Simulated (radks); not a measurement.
Values are calculated unless marked as measured or tabulated.
Valence configurations of the carbon ion C2+ (all share [He]). Code: a radial shooting solver on a logarithmic mesh with Libxc functionals. Model: non-relativistic Kohn-Sham, TPSS, spin-polarised, spherical densities, point nucleus; open shells are filled with parallel spins first; meta-GGA in the generalised Kohn-Sham scheme. Order these by energy: 2s0.5 2p1.5; 2p2; 2s1 2p1; 2s1.5 2p0.5; 2s2.

Answer. From the lowest, in eV above it: 2s2 0.000; 2s1.5 2p0.5 3.844; 2s1 2p1 6.155; 2s0.5 2p1.5 10.680; 2p2 15.142. NIST lists [He] 2s2 as the ground configuration; this level of theory agrees among the configurations tried. The energies are those of spherical high-spin densities, not of single terms.
